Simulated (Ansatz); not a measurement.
```yaml
crystal:
  periodic: [false, false, false]
  atoms:
    - {symbol: B, position_ang: [0.148115, 0.818419, -0.203263]}
    - {symbol: B, position_ang: [-1.214186, -0.274092, -0.354595]}
    - {symbol: B, position_ang: [0.084163, -0.691871, -1.090596]}
    - {symbol: As, position_ang: [-1.249145, 1.065420, 1.169295]}
    - {symbol: As, position_ang: [1.915764, 0.047039, -0.624776]}
    - {symbol: As, position_ang: [0.315290, -0.964915, 1.103935]}
basis:
  gaussian: {orbitals: cc-pVTZ}
magnetization: {spin_polarized: true, initial_magnetization: 2}
hamiltonian: {xc: {name: PBE0}, dispersion: d3bjatm}
scf: {omitted_lower_state_checks: [starts]}
output: {forces: true}
```

```sh
$ ansatz run in.yaml --threads 4 --pin off --events-out ev --progress --plain --max-ram 4787MiB
```

Output, abridged:

```
Functional definition: PBE0
1402 factors; integrals over basis functions are off by at most 1.1e-3 eV
mean field evaluation 1: about -184513.2913 eV, gradient 5.2e1 eV
mean field evaluation 2: about -184404.8627 eV, gradient 1.2e2 eV
mean field evaluation 4: about -184526.6051 eV, gradient 1.8e1 eV
mean field evaluation 8: about -184528.6545 eV, gradient 4.6e-1 eV
mean field evaluation 16: about -184528.7571 eV, gradient 8.7e-3 eV
mean field evaluation 32: about -184528.7571 eV, gradient 8.4e-5 eV
mean field -184528.75706374 eV, -6781.3067440084 hartree, gradient 1.5e-7 eV, S^2 2.012201; 0 other end points of the search recorded, 0 dependent functions left out
reference -184528.75708822 eV, -6781.3067449080 hartree; 58, 56 occupied and 161, 163 virtual orbitals, 1402 factors
Total energy: -184529.03785309 eV, -6781.3170628268 hartree
Atom 0 at     0.148115     0.818419    -0.203263 Å, force     0.174752     1.021699    -0.271831 eV/Å
Atom 1 at    -1.214186    -0.274092    -0.354595 Å, force    -2.601302    -0.036673     0.930358 eV/Å
Atom 2 at     0.084163    -0.691871    -1.090596 Å, force     1.773654    -1.444099    -1.549794 eV/Å
Atom 3 at    -1.249145     1.065420     1.169295 Å, force     0.757895     0.341640     0.259613 eV/Å
Atom 4 at     1.915764     0.047039    -0.624776 Å, force     0.054966     0.567773     0.658107 eV/Å
Atom 5 at     0.315290    -0.964915     1.103935 Å, force    -0.159965    -0.450340    -0.026452 eV/Å
Dipole moment:     0.157963     0.102402     0.220548 e Å
Checks for a lower state left out: starts
```

Run time 37 s (4 threads of Arm Neoverse V2 on a shared host), peak host memory 1.2 GiB.
